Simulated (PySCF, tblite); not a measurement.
Compound: C7H13FOSi.
Geometry (GFN2-xTB, Å), atoms numbered from 1 in this order:
```
atom  x, y, z in Å
C1     3.780    1.257    0.234
C2     2.745    0.264    0.071
C3     1.887   -0.574   -0.059
Si4    0.538   -1.818   -0.220
F5     0.823   -2.976    0.883
C6    -1.123   -0.979    0.218
C7    -2.205   -1.942    0.706
O8    -1.538   -0.350   -1.005
C9    -1.935    0.994   -0.903
C10   -0.750    1.959   -0.888
H11    4.253    1.138    1.209
H12    4.535    1.138   -0.542
H13    3.354    2.258    0.165
H14    0.503   -2.501   -1.502
H15   -0.977   -0.210    0.988
H16   -2.426   -2.673   -0.068
H17   -1.860   -2.463    1.595
H18   -3.123   -1.406    0.944
H19   -2.552    1.184   -1.787
H20   -2.556    1.148   -0.009
H21   -0.169    1.842   -1.799
H22   -0.098    1.753   -0.041
H23   -1.108    2.983   -0.820
```

The calculation used PBE0/pcSseg-1 in PySCF (dipole) on a GFN2-xTB geometry, gas phase.

Masses are those of the commonest isotopes; rigid-rotor values at the optimised geometry. The values belong to one conformer with, in the numbering `[CH3:1][C:2]#[C:3][Si@@H:4]([F:5])[C@H:6]([CH3:7])[O:8][CH2:9][CH3:10]`, C3–Si4–C6–C7 -155°, Si4–C6–O8–C9 -131°, C6–O8–C9–C10 81°.

(1) What are A, B and C (cm⁻¹)?

(2) Classify the top.

(3) What does the inertial defect say?

(4) Give the other two planar moments, Paa and Pbb, and the rms extents of the mass along the axes.

(5) Which types of transition are allowed, and where do some lines up to J = 2 fall?

(6) Estimate the classical rotational partition function at 25 K, 100 K and 298.15 K.

Results:

(1) Ia = 446.16, Ib = 620.41, Ic = 993.79 u·Å²; 505379 MHz·u·Å²/I gives 1133, 814.6 and 508.5 MHz, that is A = 0.03778, B = 0.02717, C = 0.01696 cm⁻¹.

(2) An asymmetric top. Ray's parameter κ = (2B − A − C)/(A − C) = -0.019; −1 is the prolate and +1 the oblate limit.

(3) Not planar: Δ = Ic − Ia − Ib = -72.78 u·Å². For a rigid frame Δ = −2 Σ m c², so Σ m c² = 36.39 u·Å² lies off the ab plane: 13.86 from hydrogen and 22.53 from heavier atoms. The atom farthest from that plane is 1.91 Å away.

(4) Paa = Σ m a² = (Ib + Ic − Ia)/2 = 584.02 and Pbb = Σ m b² = (Ia + Ic − Ib)/2 = 409.77 u·Å². With the mass M = 160.07 u, the rms extents √(P/M) along a, b and c are 1.91, 1.60, 0.48 Å.

(5) The dipole components are |μa| = 1.23 D, |μb| = 2.74 D, |μc| = 1.15 D. Intensities carry the squares of the components, which stand as 0.20 : 1.00 : 0.17 (a : b : c). Some lines, for components of 0.1 D or more:

```tsv
type	branch	J(Ka,Kc)	MHz	lower level (cm⁻¹)
c	Q	1(1,1) ← 1(0,1)	318	0.044
b	Q	1(1,0) ← 1(0,1)	624	0.044
a	Q	2(1,1) ← 2(1,2)	918	0.133
b	Q	2(1,1) ← 2(0,2)	1069	0.128
a	R	1(0,1) ← 0(0,0)	1323	0.000
c	R	1(1,0) ← 0(0,0)	1947	0.000
b	R	2(0,2) ← 1(1,1)	2189	0.055
a	R	2(0,2) ← 1(0,1)	2507	0.044
b	R	2(1,2) ← 1(0,1)	2658	0.044
c	R	2(1,1) ← 1(0,1)	3577	0.044
c	R	2(2,0) ← 1(1,0)	4046	0.065
b	R	2(2,0) ← 1(1,1)	4352	0.055
```

(6) Point group C1, symmetry number σ = 1; q = (√π/σ)·√((kT/h)³/(ABC)), k/h = 20836.6 MHz/K: 30800 at 25 K, 246000 at 100 K, 1270000 at 298.15 K.

Its lowest GFN2-xTB frequency is 14 cm⁻¹, too small to tell a flat minimum from a shallow saddle. Zero-point vibration and centrifugal distortion are left out. A rigid rotor knows nothing of internal rotation, which can split or shift real lines.
